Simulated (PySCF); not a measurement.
Compound: C8H7FSi.
Bonds: F1–C2, C2–C3 (aromatic), C3–C4 (aromatic), C4–C5 (aromatic), C5–C6 (aromatic), C6–C7 (aromatic), C7–C8, C8–C9 (double), C9–Si10, C2–C7 (aromatic), C6–Si10. Hydrogens: H11 on C3; H12 on C4; H13 on C5; H14 on C8; H15 on C9; H16, H17 on Si10.

The closed-shell ground state was solved at several levels (PySCF, density fitting, gas phase, non-relativistic). Isolated species at its PBE0-D3(BJ)/def2-SVP geometry, gas phase.

| level | basis functions | total energy (Eh) | HOMO (eV) | LUMO (eV) | gap (eV) | dipole (D) |
| --- | --- | --- | --- | --- | --- | --- |
| B3LYP/def2-SVPD | 263 | -698.0370 | -6.57 | -1.83 | 4.74 | 0.97 |
| PBE0/pcSseg-1 | 212 | -697.7435 | -6.78 | -1.67 | 5.11 | 0.99 |

Q: Estimate the row for PBE/pcSseg-1, a basis of 212 functions; the other rows only guide the guess.

A: Total energy -697.6976 Eh, HOMO -5.82 eV, LUMO -2.47 eV, gap 3.35 eV, dipole 0.82 D.

Q: Over all these levels, which gives the widest orbital gap and which the narrowest?

A: PBE0/pcSseg-1 (global hybrid, 25 % exact exchange) has the widest, 5.11 eV, and PBE/pcSseg-1 (GGA) the narrowest, 3.35 eV. The two share the basis. From the narrowest to the widest the HOMO moves by -0.96 eV and the LUMO by +0.80 eV.

Q: How far do the dipole and the HOMO energy spread over the levels?

A: The dipole runs from 0.82 to 0.99 D (mean 0.93 D) and the HOMO from -6.78 to -5.82 eV.
